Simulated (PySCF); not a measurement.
PySCF job for C2H3Br2Cl, SMILES BrC(Br)(Cl)C, TDDFT-LC-ωPBE/def2-SVPD. The structure is a stationary point at B3LYP-D3(BJ)/def2-SVP.

```python
import numpy as np
from pyscf import gto, scf, dft, tdscf

mol = gto.M(
    atom='''
    C    -1.82822756    0.72012164   -0.00000001
    C    -0.34023680    0.43379748   -0.00000001
    Cl    0.58563489    1.96390025   -0.00000001
    Br    0.13744937   -0.60985614   -1.60312037
    Br    0.13744936   -0.60985613    1.60312037
    H    -2.08709053    1.30124189    0.89677801
    H    -2.39228148   -0.22237308   -0.00000001
    H    -2.08709054    1.30124188   -0.89677803
    ''',
    basis='def2-SVPD',
    charge=0,
    spin=0,
    symmetry=True,
    max_memory=1600,
    verbose=4,
)
mf = dft.RKS(mol, xc='lc_wpbe').density_fit(auxbasis='def2-universal-jkfit')
mf.grids.level = 3
mf.conv_tol = 1e-9
mf.max_cycle = 100
mf.kernel()
mf.grids = dft.Grids(mol).set(level=1).build(with_non0tab=True)  # coarser grid for the response kernel
td = tdscf.TDDFT(mf)
td.singlet = True
td.nstates = 10
td.conv_tol = 1e-4
td.positive_eig_threshold = 1e-6
td.kernel(x0=td.get_init_guess(mf, 15))
td.analyze()
tt = tdscf.TDA(mf)
tt.singlet = False
tt.nstates = 4
tt.conv_tol = 1e-4
tt.positive_eig_threshold = 1e-6
tt.kernel(x0=tt.get_init_guess(mf, 9))
tt.analyze(verbose=3)
```

It prints:

```
PySCF version 2.14.0

[INPUT] verbose = 4
[INPUT] num. atoms = 8
[INPUT] num. electrons = 102
[INPUT] charge = 0
[INPUT] spin (= nelec alpha-beta = 2S) = 0
[INPUT] symmetry True subgroup None
[INPUT] Mole.unit = angstrom
[INPUT] Symbol           X                Y                Z      unit          X                Y                Z       unit  Magmom
[INPUT]  1 C     -1.828227560000   0.720121640000  -0.000000010000 AA   -3.454849381782   1.360832675973  -0.000000018897 Bohr   0.0
[INPUT]  2 C     -0.340236800000   0.433797480000  -0.000000010000 AA   -0.642954369498   0.819758430726  -0.000000018897 Bohr   0.0
[INPUT]  3 Cl     0.585634890000   1.963900250000  -0.000000010000 AA    1.106689551090   3.711233608465  -0.000000018897 Bohr   0.0
[INPUT]  4 Br     0.137449370000  -0.609856140000  -1.603120370000 AA    0.259741665294  -1.152461079984  -3.029458444011 Bohr   0.0
[INPUT]  5 Br     0.137449360000  -0.609856130000   1.603120370000 AA    0.259741646397  -1.152461061087   3.029458444011 Bohr   0.0
[INPUT]  6 H     -2.087090530000   1.301241890000   0.896778010000 AA   -3.944029498873   2.458990793911   1.694664833432 Bohr   0.0
[INPUT]  7 H     -2.392281480000  -0.222373080000  -0.000000010000 AA   -4.520756810069  -0.420224218676  -0.000000018897 Bohr   0.0
[INPUT]  8 H     -2.087090540000   1.301241880000  -0.896778030000 AA   -3.944029517771   2.458990775014  -1.694664871227 Bohr   0.0

nuclear repulsion = 717.373537616515
point group symmetry = Cs
symmetry origin: [-5.55801762e-10  3.89061266e-09 -5.92855259e-09]
symmetry axis x: [ 1.00000000e+00 -1.89268261e-09  3.27589236e-09]
symmetry axis y: [ 1.89268261e-09  1.00000000e+00 -1.74098790e-09]
symmetry axis z: [-3.27589236e-09  1.74098792e-09  1.00000000e+00]
num. orbitals of irrep A' = 102
num. orbitals of irrep A" = 71
number of shells = 69
number of NR pGTOs = 301
number of NR cGTOs = 173
basis = def2-SVPD
ecp = {}


[settings echo left out]
init E= -5683.13100886427
HOMO (A") = -0.364814291161881  LUMO (A') = -0.0574652531263915  gap/eV = 8.36339
cycle= 1 E= -5684.6552533622  delta_E= -1.52  |g|= 0.758  |ddm|= 3.59
HOMO (A") = -0.413596352011807  LUMO (A') = -0.0952309183464712  gap/eV = 8.66316
cycle= 2 E= -5684.5722410666  delta_E= 0.083  |g|= 1.04  |ddm|= 2.21
HOMO (A") = -0.398324650045924  LUMO (A') = 0.00746475300060245  gap/eV = 11.04209
cycle= 3 E= -5684.82207450459  delta_E= -0.25  |g|= 0.0662  |ddm|= 1.35
HOMO (A") = -0.39923965767699  LUMO (A') = 0.0144441514066589  gap/eV = 11.25691
cycle= 4 E= -5684.82302937984  delta_E= -0.000955  |g|= 0.0329  |ddm|= 0.165
HOMO (A") = -0.401168435000612  LUMO (A') = 0.0168028657651895  gap/eV = 11.37358
cycle= 5 E= -5684.82328266896  delta_E= -0.000253  |g|= 0.00557  |ddm|= 0.0802
HOMO (A") = -0.400575836130467  LUMO (A') = 0.0173327362541258  gap/eV = 11.37187
cycle= 6 E= -5684.82331084024  delta_E= -2.82e-05  |g|= 0.00157  |ddm|= 0.0285
HOMO (A") = -0.400926937364368  LUMO (A') = 0.0171617458777726  gap/eV = 11.37677
cycle= 7 E= -5684.8233124476  delta_E= -1.61e-06  |g|= 0.000466  |ddm|= 0.00559
HOMO (A") = -0.400914180824634  LUMO (A') = 0.017200167243816  gap/eV = 11.37747
cycle= 8 E= -5684.82331257003  delta_E= -1.22e-07  |g|= 0.000132  |ddm|= 0.00201
HOMO (A") = -0.400908328724519  LUMO (A') = 0.0172126545327251  gap/eV = 11.37765
cycle= 9 E= -5684.82331255575  delta_E= 1.43e-08  |g|= 3.8e-05  |ddm|= 0.000639
HOMO (A") = -0.400910213613002  LUMO (A') = 0.0172084500738983  gap/eV = 11.37759
cycle= 10 E= -5684.82331255722  delta_E= -1.46e-09  |g|= 1.65e-05  |ddm|= 0.000207
HOMO (A") = -0.400910729848171  LUMO (A') = 0.0172076281636167  gap/eV = 11.37758
cycle= 11 E= -5684.82331255741  delta_E= -1.92e-10  |g|= 7.49e-06  |ddm|= 5.71e-05
HOMO (A") = -0.400910126440092  LUMO (A') = 0.0172087639893657  gap/eV = 11.37759
Extra cycle  E= -5684.82331255744  delta_E= -2.64e-11  |g|= 5.51e-06  |ddm|= 2.45e-05
converged SCF energy = -5684.82331255744
tot grids = 38760
Overwritten attributes  positive_eig_threshold  of <class 'pyscf.tdscf.rks.TDDFT'>


******** <class 'pyscf.tdscf.rks.TDDFT'> for <class 'pyscf.df.df_jk.DFSymAdaptedRKS'> ********
nstates = 10 singlet
deg_eia_thresh = 1.000e-03
wfnsym = None
conv_tol = 0.0001
eigh lindep = 1e-12
eigh level_shift = 0
eigh max_cycle = 100


Excitation energies (eV)
[5.30490076 5.56531998 5.66871498 5.86367711 6.90575659 6.96734851
 7.50687406 7.55191512 7.65334512 7.82094169]

** Singlet excitation energies and oscillator strengths **
Excited State   1:  ???      5.30490 eV    233.72 nm  f=0.0041
      46 -> 53        0.10827
      48 -> 53        0.18648
      51 -> 52       -0.64350
      51 -> 55        0.10390
Excited State   2:   A"      5.56532 eV    222.78 nm  f=0.0031
      47 -> 52       -0.11758
      48 -> 53        0.10329
      49 -> 53       -0.26954
      50 -> 52        0.60230
Excited State   3:  ???      5.66871 eV    218.72 nm  f=0.0024
      48 -> 52        0.11581
      49 -> 52       -0.58296
      50 -> 53        0.29866
Excited State   4:   A'      5.86368 eV    211.44 nm  f=0.0042
      46 -> 52        0.19505
      48 -> 52        0.45292
      51 -> 53       -0.43767
      51 -> 56        0.14278
Excited State   5:  ???      6.90576 eV    179.54 nm  f=0.0049
      46 -> 52       -0.36800
      46 -> 54        0.24268
      46 -> 57       -0.10253
      48 -> 52        0.34035
      48 -> 54       -0.19664
      49 -> 52        0.14718
      49 -> 54       -0.14804
      51 -> 53        0.21697
Excited State   6:  ???      6.96735 eV    177.95 nm  f=0.0378
      47 -> 52        0.46062
      47 -> 54       -0.24769
      47 -> 57        0.10035
      49 -> 53        0.17532
      50 -> 52        0.15372
      50 -> 54       -0.23669
      50 -> 57        0.11389
      51 -> 54       -0.15750
Excited State   7:  ???      7.50687 eV    165.16 nm  f=0.0010
      46 -> 52        0.28808
      46 -> 54       -0.13830
      48 -> 52        0.34212
      48 -> 54        0.12564
      48 -> 55       -0.11683
      50 -> 53       -0.16064
      51 -> 53        0.40250
      51 -> 56       -0.12209
Excited State   8:  ???      7.55192 eV    164.18 nm  f=0.0111
      46 -> 52       -0.13844
      49 -> 52       -0.29453
      50 -> 53       -0.54762
      50 -> 56        0.17926
      51 -> 53       -0.12144
Excited State   9:  ???      7.65335 eV    162.00 nm  f=0.0003
      47 -> 54       -0.11747
      49 -> 53       -0.51244
      49 -> 56        0.17075
      50 -> 52       -0.25534
      50 -> 54       -0.17168
      50 -> 55        0.13665
      50 -> 57        0.10679
      51 -> 54       -0.14681
Excited State  10:  ???      7.82094 eV    158.53 nm  f=0.0848
      47 -> 52       -0.40339
      48 -> 53        0.27657
      49 -> 53        0.21572
      50 -> 54       -0.14916
      51 -> 54       -0.31170
      51 -> 57        0.11512

** Transition electric dipole moments (AU) **
state          X           Y           Z        Dip. S.      Osc.
  1        -0.0000     -0.0000      0.1771      0.0314      0.0041
  2         0.0000     -0.0000      0.1508      0.0227      0.0031
  3        -0.0617     -0.1172     -0.0000      0.0175      0.0024
  4        -0.0086      0.1707     -0.0000      0.0292      0.0042
  5        -0.0266      0.1686      0.0000      0.0291      0.0049
  6         0.0000      0.0000      0.4706      0.2215      0.0378
  7         0.0434      0.0608     -0.0000      0.0056      0.0010
  8         0.0868      0.2294      0.0000      0.0602      0.0111
  9         0.0000      0.0000     -0.0429      0.0018      0.0003
 10         0.0000      0.0000     -0.6653      0.4426      0.0848

** Transition velocity dipole moments (imaginary part, AU) **
state          X           Y           Z        Dip. S.      Osc.
  1         0.0000      0.0000      0.0387      0.0015      0.0051
  2         0.0000      0.0000      0.0316      0.0010      0.0033
  3        -0.0207     -0.0269      0.0000      0.0012      0.0037
  4        -0.0054      0.0446     -0.0000      0.0020      0.0062
  5        -0.0119      0.0427     -0.0000      0.0020      0.0052
  6         0.0000     -0.0000      0.1259      0.0159      0.0413
  7         0.0151      0.0169      0.0000      0.0005      0.0012
  8         0.0262      0.0645     -0.0000      0.0048      0.0116
  9         0.0000     -0.0000     -0.0109      0.0001      0.0003
 10        -0.0000     -0.0000     -0.1890      0.0357      0.0829

** Transition magnetic dipole moments (imaginary part, AU) **
state          X           Y           Z
  1        -1.2881     -0.2119      0.0000
  2         0.3067     -0.9295      0.0000
  3        -0.0000      0.0000     -0.6633
  4        -0.0000      0.0000      0.1052
  5         0.0000     -0.0000      0.5206
  6         0.5210     -0.1438      0.0000
  7        -0.0000      0.0000     -0.2061
  8         0.0000     -0.0000      0.4566
  9        -0.0948      0.0476     -0.0000
 10         0.4220     -0.0144     -0.0000
Overwritten attributes  positive_eig_threshold  of <class 'pyscf.tdscf.rks.TDA'>


******** <class 'pyscf.tdscf.rks.TDA'> for <class 'pyscf.df.df_jk.DFSymAdaptedRKS'> ********
nstates = 4 triplet
deg_eia_thresh = 1.000e-03
wfnsym = None
conv_tol = 0.0001
eigh lindep = 1e-12
eigh level_shift = 0
eigh max_cycle = 100


Excitation energies (eV)
[4.60185028 4.83581089 4.91255003 5.06711366]

** Triplet excitation energies and oscillator strengths **
Excited State   1:   A"      4.60185 eV    269.42 nm  f=0.0000
Excited State   2:   A"      4.83581 eV    256.39 nm  f=0.0000
Excited State   3:   A'      4.91255 eV    252.38 nm  f=0.0000
Excited State   4:   A'      5.06711 eV    244.68 nm  f=0.0000
```

The run converged.
